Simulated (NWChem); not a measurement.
Program: NWChem. System: Cl$_{2}$Ge, charge 1, spin multiplicity 2, at the geometry of a parent with another charge or spin, in a state set for the comparison that need not be this species' ground state. Its SCF solution wasn't tested for a lower state. Level: ULC-wPBE (omega 0.3 per bohr)/def2-TZVP.

Job file:

```
start mol
memory heap 200 mb stack 900 mb global 1100 mb
charge 1
geometry units angstroms nocenter noautoz
  Ge     0.000000     0.000000    -0.724965
  Cl    -1.709847     0.000000     0.682320
  Cl     1.709847     0.000000     0.682320
  symmetry group C2v
end
basis spherical
  * library def2-tzvp
end
dft
  xc xwpbe 1.00 cpbe96 1.0 hfexch 1.00
  cam 0.3 cam_alpha 0.00 cam_beta 1.00
  odft
  mult 2
  direct
  iterations 100
end
task dft energy
```

NWChem printed:

```
             Northwest Computational Chemistry Package (NWChem) 7.3.0
             --------------------------------------------------------

                                NWChem Input Module
                                -------------------

 Scaling coordinates for geometry "geometry" by  1.889725989
 (inverse scale =  0.529177249)

 Turning off AUTOSYM since
 SYMMETRY directive was detected!

                             Geometry "geometry" -> ""
                             -------------------------

 Output coordinates in angstroms (scale by  1.889725989 to convert to a.u.)

  No.       Tag          Charge          X              Y              Z
 ---- ---------------- ---------- -------------- -------------- --------------
    1 Ge                  32.0000     0.00000000     0.00000000    -0.72496500
    2 Cl                  17.0000    -1.70984700     0.00000000     0.68232000
    3 Cl                  17.0000     1.70984700     0.00000000     0.68232000

 Effective nuclear repulsion energy (a.u.)     304.7092017093

            Nuclear Dipole moment (a.u.)
            ----------------------------
        X                 Y               Z
 ---------------- ---------------- ----------------
     0.0000000000     0.0000000000     0.0000000000

      Symmetry information
      --------------------

 Group name             C2v
 Group number             16
 Group order               4
 No. of unique centers     2

      Symmetry unique atoms

     1    2


 Summary of "ao basis" -> "" (spherical)
 ------------------------------------------------------------------------------
       Tag                 Description            Shells   Functions and Types
 ---------------- ------------------------------  ------  ---------------------
 *                         def2-tzvp                  on all atoms

  pbe96 is a nonlocal functional; adding pw91lda local functional.

                                 NWChem DFT Module
                                 -----------------

 Summary of "ao basis" -> "ao basis" (spherical)
 ------------------------------------------------------------------------------
[...]
    beta     22     21     23     24     25     26     27     28     29     30
 overlap   1.000  1.000  1.000  0.990  1.000  1.000  0.991  0.984  0.973  1.000

   alpha     31     32     33     34     35     36     37     38     39     40
    beta     31     33     32     34     36     35     37     38     40     39
 overlap   1.000  0.976  0.986  0.999  0.996  0.994  0.998  0.998  0.993  1.000

   alpha     41     42     43     44     45     46     47     48     49     50
    beta     41     42     43     44     45     46     48     47     49     50
 overlap   0.999  0.987  0.999  0.988  0.999  0.977  0.977  0.981  0.999  0.988

   alpha     51     52     53     54     55     56     57     58     59     60
    beta     51     52     53     54     55     56     57     58     59     60
 overlap   0.981  0.989  0.998  0.999  0.998  0.998  0.994  0.999  0.999  0.995

   alpha     61     62     63     64     65     66     67     68     69     70
    beta     61     63     62     64     65     66     67     68     69     72
 overlap   0.998  0.993  0.999  0.996  0.995  0.998  0.989  0.993  0.989  0.994

   alpha     71     72     73     74     75     76     77     78     79     80
    beta     70     71     73     74     75     76     77     78     79     80
 overlap   0.996  0.989  0.999  0.997  0.999  0.999  1.000  0.999  0.997  0.999

   alpha     81     82     83     84     85     86     87     88     89     90
    beta     81     82     83     84     85     86     90     91     88     87
 overlap   0.958  0.960  0.999  0.996  0.996  0.921  0.728  0.844  0.993  0.844

   alpha     91     92     93     94     95     96     97     98     99    100
    beta     89     92     93     94     95     98     96     97     99    100
 overlap   0.922  0.727  0.992  0.987  0.987  0.999  0.973  1.000  0.973  1.000

   alpha    101    102    103    104    105    106    107    108    109    110
    beta    102    101    103    104    105    107    106    108    109    110
 overlap   0.888  0.888  0.998  1.000  1.000  1.000  0.999  1.000  0.999  1.000

   alpha    111    112    113    114    115    116    117    118    119    120
    beta    111    112    113    114    115    117    116    118    119    120
 overlap   1.000  1.000  1.000  1.000  1.000  1.000  1.000  1.000  1.000  1.000

   alpha    121    122
    beta    121    122
 overlap   1.000  1.000

     --------------------------
     Expectation value of S2:
     --------------------------
      <S2> =      0.7656 (Exact =     0.7500)

 center of mass
 --------------
 x =   0.00000000 y =   0.00000000 z =  -0.07711957

 moments of inertia (a.u.)
 ------------------
         254.160120160053           0.000000000000           0.000000000000
           0.000000000000         984.329335682697           0.000000000000
           0.000000000000           0.000000000000         730.169215522644

     Multipole analysis of the density
     ---------------------------------

     L   x y z        total         alpha         beta         nuclear
     -   - - -        -----         -----         ----         -------
     0   0 0 0      1.000000    -33.000000    -32.000000     66.000000

     1   1 0 0     -0.000000     -0.000000     -0.000000      0.000000
     1   0 1 0      0.000000      0.000000      0.000000      0.000000
     1   0 0 1     -0.975821     -0.249675     -0.726147      0.000000

     2   2 0 0    -24.098794   -193.096236   -185.972101    354.969542
     2   1 1 0      0.000000      0.000000      0.000000      0.000000
     2   1 0 1     -0.000000     -0.000000     -0.000000      0.000000
     2   0 2 0    -27.044406    -14.010935    -13.033471      0.000000
     2   0 1 1      0.000000      0.000000      0.000000      0.000000
     2   0 0 2    -23.406711    -73.315818    -66.676986    116.586093

 Task  times  cpu:       66.5s     wall:       66.5s

 Total times  cpu:       66.5s     wall:       66.5s
```
